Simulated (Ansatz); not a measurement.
Tetramethyl orthosilicate (TMOS) (`CO[Si](OC)(OC)OC`), relaxed with RKS PBE-D4/def2-SVP in the Gaussian-basis code of Ansatz from a rough embedded geometry. The force threshold is 0.03 eV/Å; the program also tests the step.

Charge 0, multiplicity 1.

Start:

```xyz
21

C    -0.410   -2.666    0.097
O     0.552   -1.573   -0.086
Si    0.037    0.004    0.015
O    -0.512    0.301    1.566
C     0.570    0.352    2.567
O     1.212    1.036   -0.454
C     1.818    0.793   -1.721
O    -1.336    0.174   -0.995
C    -2.018    1.451   -0.996
H    -0.838   -2.543    1.118
H     0.151   -3.553    0.050
H    -1.196   -2.614   -0.638
H     0.117    0.615    3.549
H     1.302    1.195    2.358
H     1.080   -0.606    2.632
H     2.335   -0.132   -1.736
H     1.101    0.881   -2.526
H     2.589    1.614   -1.868
H    -1.343    2.255   -1.248
H    -2.432    1.632    0.012
H    -2.777    1.385   -1.695
```

```tsv
step	energy (eV)	largest force (eV/Å)	largest move (Å)
1	-20382.3017	3.003	0.000
2	-20382.7225	1.458	0.054
3	-20382.8345	0.291	0.200
4	-20382.8604	0.069	0.129
5	-20382.8646	0.050	0.087
6	-20382.8675	0.053	0.113
7	-20382.8694	0.133	0.123
8	-20382.8718	0.076	0.028
9	-20382.8746	0.032	0.094
10	-20382.8757	0.114	0.147
11	-20382.8771	0.044	0.014
12	-20382.8778	0.002	0.022
13	-20382.8785	0.015	0.061
14 (rejected)	-20382.8783	0.081	0.097
15	-20382.8789	0.018	0.047
16	-20382.8790	0.036	0.059
17	-20382.8792	0.015	0.005
```

End:

```xyz
21

C    -0.438   -2.688   -0.182
O     0.452   -1.585   -0.203
Si    0.000   -0.001    0.001
O    -0.367    0.454    1.554
C     0.588    0.687    2.575
O     1.301    0.920   -0.461
C     2.101    0.676   -1.605
O    -1.387    0.206   -0.887
C    -2.250    1.326   -0.789
H    -0.757   -2.937    0.856
H     0.084   -3.573   -0.602
H    -1.350   -2.494   -0.788
H     0.091    1.227    3.408
H     1.439    1.303    2.211
H     0.997   -0.268    2.978
H     2.367   -0.400   -1.700
H     1.584    0.990   -2.540
H     3.037    1.266   -1.515
H    -1.821    2.219   -1.296
H    -2.458    1.595    0.271
H    -3.211    1.077   -1.285
```

It took 53 s on 4 threads of an AMD EPYC 7R13 on a shared host and a share of an NVIDIA H100 80 GB, with 0.85 GiB of host memory at the peak.
